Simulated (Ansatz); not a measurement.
Stepwise reaction of `[SiH3]S[SiH2]S[SiH3]` with ammonia, as a gas-phase model of exchange steps in deposition or etching. ΔE in kJ/mol.

Isolated molecules relaxed with PBE0-D4/def2-TZVP in Ansatz; ΔE leaves out vibrations. CCSD(T)/CBS is the MP2 limit (def2-TZVPP, def2-QZVPP) plus CCSD(T) − MP2 in def2-TZVPP, frozen cores. This one scheme is used for every species. DFT in def2-TZVPP. B3LYP here is the variant with VWN-RPA as its local correlation; programs differ in this. Each species was taken in one conformer, which may not be the lowest.

```json
{"step": "1", "reaction": "`[SiH3]S[SiH2]S[SiH3]` + NH₃ → `N[SiH2]S[SiH3]` + `[SiH3]S`", "PBE-D4": "30.4", "B3LYP-D4": "22.4", "ωB97M-V": "20.4", "CCSD(T)/CBS": "23.3"}
```

(1) Give the row of step 2, `N[SiH2]S[SiH3]` + NH₃ → `N[SiH2]N` + `[SiH3]S`. (Best estimate.)

(2) By hand: ΔE of the 2 steps together at CCSD(T)/CBS.

## Answers

(1) Computed: 
| step | reaction | PBE-D4 | B3LYP-D4 | ωB97M-V | CCSD(T)/CBS |
| --- | --- | --- | --- | --- | --- |
| 2 | `N[SiH2]S[SiH3]` + NH₃ → `N[SiH2]N` + `[SiH3]S` | 21.1 | 10.9 | 10.6 | 13.0 |

(2) (23.3) + (13.0) = 36.3 kJ/mol, or 18.1 kJ/mol a step.

In ΔE each step is lower than the one before. All are uphill at CCSD(T)/CBS. PBE-D4 differs from CCSD(T)/CBS by 7.1 to 8.1 kJ/mol a step. Isolated molecules leave out the surface, adducts and barriers. Largest T1 diagnostic: 0.012.
